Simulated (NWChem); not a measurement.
System: HTeSeF; SMILES F[Te][SeH]

Here is an NWChem input.

```
start job
memory heap 200 mb stack 900 mb global 1100 mb
geometry units angstroms noautoz
  Te    -0.266161     0.835885    -0.003124
  F      1.603331     1.489470    -0.023219
  Se     0.025031    -1.649645    -0.044952
  H      0.130145    -1.874248     1.429673
end
basis spherical
  * library def2-svp
end
ecp
  Te library def2-ecp
end
dft
  xc scan
  grid fine
  iterations 150
  mulliken
end
task dft gradient
```

NWChem printed, in part:

```
             Northwest Computational Chemistry Package (NWChem) 7.3.0
             --------------------------------------------------------

 C1  symmetry detected

                             Geometry "geometry" -> ""
                             -------------------------

 Output coordinates in angstroms (scale by  1.889725989 to convert to a.u.)

  No.       Tag          Charge          X              Y              Z
 ---- ---------------- ---------- -------------- -------------- --------------
    1 Te                  52.0000    -0.31967205     0.83391439    -0.00706182
    2 F                    9.0000     1.51923484     1.56942997    -0.01103533
    3 Se                  34.0000     0.08147242    -1.63651250    -0.02887553
    4 H                    1.0000     0.17977057    -1.84699279     1.44830079

 Effective nuclear repulsion energy (a.u.)     567.0733436404

                                 NWChem DFT Module
                                 -----------------

 Summary of "ao basis" -> "ao basis" (spherical)
 ------------------------------------------------------------------------------
       Tag                 Description            Shells   Functions and Types
 ---------------- ------------------------------  ------  ---------------------
 Te                         def2-svp                10       26   4s4p2d
 F                          def2-svp                 6       14   3s2p1d
 Se                         def2-svp                12       32   5s4p3d
 H                          def2-svp                 3        5   2s1p

            General Information
            -------------------
          SCF calculation type: DFT
          Wavefunction type:  closed shell.
          No. of atoms     :     4
          No. of electrons :    68
           Alpha electrons :    34
            Beta electrons :    34
          Charge           :     0
          Spin multiplicity:     1
          Use of symmetry is: off; symmetry adaption is: off
          Maximum number of iterations: 150
          AO basis - number of functions:    77
                     number of shells:    31
          Convergence on energy requested:  1.00D-06
          Convergence on density requested:  1.00D-05
          Convergence on gradient requested:  5.00D-04

              XC Information
              --------------
                         SCAN Method XC Functional
                  SCAN metaGGA Exchange Functional  1.000
                        SCAN Correlation Potential  1.000

             Grid Information
             ----------------
          Grid used for XC integration:  fine
          Radial quadrature: Mura-Knowles
          Angular quadrature: Lebedev.
          Tag              B.-S. Rad. Rad. Pts. Rad. Cut. Ang. Pts.
          ---              ---------- --------- --------- ---------
          Te                  1.40      141          10.0       974
          F                   0.50       70          11.0       590
          Se                  1.15      140          10.0       974
          H                   0.35       60          10.0       590
          Grid pruning is: on
          Number of quadrature shells:   411
          Spatial weights used:  Erf1

      Superposition of Atomic Density Guess
      -------------------------------------

 Sum of atomic energies:       -2810.52729402

      Non-variational initial energy
      ------------------------------

 Total energy =   -2766.411507
 1-e energy   =   -4536.038793
 2-e energy   =    1475.957461
 HOMO         =      -0.220688
 LUMO         =      -0.077230

     ---------------------------------------------
      Total Density - Mulliken Population Analysis
     ---------------------------------------------

    Atom       Charge   Shell Charges
 -----------   ------   -------------------------------------------------------
    1 Te  24    23.32   1.77  0.27  1.22  0.64  2.90  3.12  1.65  1.64  9.85  0.24
    2 F    9     9.69   1.99  1.15  0.81  3.51  2.22  0.00
    3 Se  34    34.15   2.00  2.00  2.00  1.33  0.54  6.00  5.98  1.81  2.45  8.20  1.75  0.09
    4 H    1     0.84   0.58  0.24  0.02

   convergence    iter        energy       DeltaE   RMS-Dens  Diis-err
 ---------------- ----- ----------------- --------- --------- ---------
 d= 0,ls=0.0,diis     1  -2769.8313333964 -3.06D+03  3.44D-02  6.46D-01
 d= 0,ls=0.0,diis     2  -2768.7789331317  1.05D+00  2.58D-02  1.06D+01
 d= 0,ls=0.0,diis     3  -2769.9125081865 -1.13D+00  5.45D-03  5.34D-02
 d= 0,ls=0.0,diis     4  -2769.9117989282  7.09D-04  3.68D-03  4.88D-02
 d= 0,ls=0.0,diis     5  -2769.9192155534 -7.42D-03  1.05D-03  3.91D-03
  Resetting Diis
 d= 0,ls=0.0,diis     6  -2769.9200040912 -7.89D-04  1.41D-04  8.70D-05
 d= 0,ls=0.0,diis     7  -2769.9200194278 -1.53D-05  8.57D-05  6.16D-06
 d= 0,ls=0.0,diis     8  -2769.9200174349  1.99D-06  5.93D-05  1.77D-05
 d= 0,ls=0.0,diis     9  -2769.9200204755 -3.04D-06  1.25D-05  8.59D-07
 d= 0,ls=0.0,diis    10  -2769.9200205946 -1.19D-07  1.46D-06  1.21D-08

         Total DFT energy =    -2769.920020594552
      One electron energy =    -4536.280285470921
           Coulomb energy =     1591.756633464098
    Exchange-Corr. energy =     -119.066192770826
 Nuclear repulsion energy =      293.669824183097

 Numeric. integr. density =       68.000000904325

                       DFT Final Molecular Orbital Analysis
                       ------------------------------------

 Vector   32  Occ=2.000000D+00  E=-3.007415D-01
              MO Center=  3.9D-01,  6.2D-02, -3.5D-02, r^2= 4.4D+00
   Bfn.  Coefficient  Atom+Function         Bfn.  Coefficient  Atom+Function
  ----- ------------  ---------------      ----- ------------  ---------------
    56     -0.345701  3 Se py                53     -0.334413  3 Se py
    31      0.329076  2 F  py                12      0.265027  1 Te py
    34     -0.236019  2 F  py                30     -0.229526  2 F  px
    50      0.208037  3 Se py                 4      0.190934  1 Te s
    11     -0.178989  1 Te px                33      0.172170  2 F  px

 Vector   33  Occ=2.000000D+00  E=-2.583309D-01
              MO Center=  1.2D-01, -1.3D+00, -5.3D-03, r^2= 2.5D+00
   Bfn.  Coefficient  Atom+Function         Bfn.  Coefficient  Atom+Function
  ----- ------------  ---------------      ----- ------------  ---------------
    55      0.566205  3 Se px                52      0.493835  3 Se px
    49     -0.310708  3 Se px                30     -0.123512  2 F  px
    31     -0.109286  2 F  py                46      0.100845  3 Se px
    33      0.094581  2 F  px                 3      0.090141  1 Te s
    34      0.082206  2 F  py                14      0.071533  1 Te px

 Vector   34  Occ=2.000000D+00  E=-2.101284D-01
              MO Center= -1.4D-01,  7.4D-01,  2.1D-02, r^2= 2.8D+00
   Bfn.  Coefficient  Atom+Function         Bfn.  Coefficient  Atom+Function
  ----- ------------  ---------------      ----- ------------  ---------------
    13      0.595530  1 Te pz                16      0.496927  1 Te pz
    32      0.252867  2 F  pz                10     -0.226203  1 Te pz
    35     -0.197313  2 F  pz                 7     -0.175545  1 Te pz
    73     -0.125060  4 H  s                 74     -0.117802  4 H  s
    45      0.100102  3 Se s                 44      0.071018  3 Se s

 Vector   35  Occ=0.000000D+00  E=-1.112849D-01
              MO Center= -5.0D-02,  5.8D-01, -4.9D-03, r^2= 3.4D+00
   Bfn.  Coefficient  Atom+Function         Bfn.  Coefficient  Atom+Function
  ----- ------------  ---------------      ----- ------------  ---------------
    14      0.581271  1 Te px                11      0.532544  1 Te px
     3      0.315902  1 Te s                 30     -0.299768  2 F  px
    33      0.247065  2 F  px                29     -0.241241  2 F  s
    55     -0.212441  3 Se px                 8     -0.198397  1 Te px
    56     -0.185986  3 Se py                52     -0.155248  3 Se px

 Vector   36  Occ=0.000000D+00  E=-9.737354D-02
              MO Center= -1.9D-01,  8.5D-03,  6.3D-03, r^2= 4.4D+00
   Bfn.  Coefficient  Atom+Function         Bfn.  Coefficient  Atom+Function
  ----- ------------  ---------------      ----- ------------  ---------------
    15      0.658104  1 Te py                56      0.612282  3 Se py
    12      0.540805  1 Te py                53      0.332720  3 Se py
    45      0.267497  3 Se s                 44      0.247970  3 Se s
     3     -0.217440  1 Te s                 50     -0.208985  3 Se py
     9     -0.195069  1 Te py                 4     -0.181262  1 Te s

 Vector   37  Occ=0.000000D+00  E=-2.172599D-02
              MO Center=  1.1D-01, -1.6D+00,  7.3D-01, r^2= 3.1D+00
   Bfn.  Coefficient  Atom+Function         Bfn.  Coefficient  Atom+Function
  ----- ------------  ---------------      ----- ------------  ---------------
    74      1.123060  4 H  s                 57     -0.880972  3 Se pz
    45     -0.537968  3 Se s                 73      0.366827  4 H  s
    54     -0.337588  3 Se pz                44     -0.308866  3 Se s
    51      0.210286  3 Se pz                43      0.175540  3 Se s
     3     -0.156349  1 Te s                  4      0.142719  1 Te s

     ---------------------------------------------
      Total Density - Mulliken Population Analysis
     ---------------------------------------------

[...]

                         DFT ENERGY GRADIENTS

    atom               coordinates                        gradient
                 x          y          z           x          y          z
   1 Te     -0.604093   1.575870  -0.013345   -0.007045   0.001275  -0.000099
   2 F       2.870938   2.965793  -0.020854    0.006854   0.003528  -0.000006
   3 Se      0.153961  -3.092560  -0.054567   -0.000295  -0.003584  -0.006696
   4 H       0.339717  -3.490310   2.736892    0.000486  -0.001219   0.006801
```

Level: SCAN/def2-SVP with def2 effective core potentials on Te. Structure relaxed at the PBE-D3(BJ)/def2-SVP level. def2 effective core potentials on Te; no spin-orbit coupling.
